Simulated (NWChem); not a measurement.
**Basis-set convergence for H₄HfS**

SMILES: [SH][HfH3]
```xyz
6

Hf    -0.0303     0.4253     0.0000
H     -1.8454     0.8235     0.0000
H      0.7970     1.1224     1.5050
H      0.7970     1.1224    -1.5050
S      0.2240    -1.9808     0.0000
H     -1.1500    -1.9993     0.0000
```
Charge 0, spin multiplicity 1.

The numbers come from NWChem runs, not from measurements. Structure: optimised with PBE/def2-SVP with def2 effective core potentials on Hf, a minimum by its harmonic frequencies.

Quantity: LUMO energy at the level PBE.

Effective core potentials replace the inner electrons of Hf; spin-orbit coupling is left out. The structure started from a generated list of species.

Relative cost: rough, from shared machines, SCF included, def2-SVP = 1.

```
basis       functions  LUMO energy (eV)  relative cost
----------  ---------  ----------------  -------------
def2-SVP           70             -3.06              1
def2-SVPD          94             -3.10        under 3
def2-TZVP         101             -3.05        under 3
def2-TZVPD        125             -3.06        under 3
def2-TZVPP        154             -3.04              4
```

Smallest basis within 0.1 eV of def2-TZVPP, the largest set run: def2-SVP, with 70 functions against 154 and about 30 % of the time (also within reach: def2-SVPD, def2-TZVP, def2-TZVPD). def2-TZVPP isn't the basis-set limit itself, and a small set can land close by cancellation.
